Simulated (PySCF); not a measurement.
A calculated (HSE06, PySCF 2.14, aug-cc-pVTZ with one added diffuse shell each of s, p, d, f type, no relativity, point nucleus) atom or ion has these occupied shells.

```
shell  electrons  orbital energy (eV)  rms radius, mean of both spins (bohr)
 1s α          1              -754.96                                  0.204
 1s β          1              -752.37                                  0.204
 2s α          1              -96.515                                  0.958
 2s β          1              -89.834                                  0.958
 2p α          2              -78.031                                  0.911
```

Problem. Name the element and its charge.

Solution. F³⁺ (fluorine, charge +3), in [He] 2s2 2p2, high-spin 3P determinant.
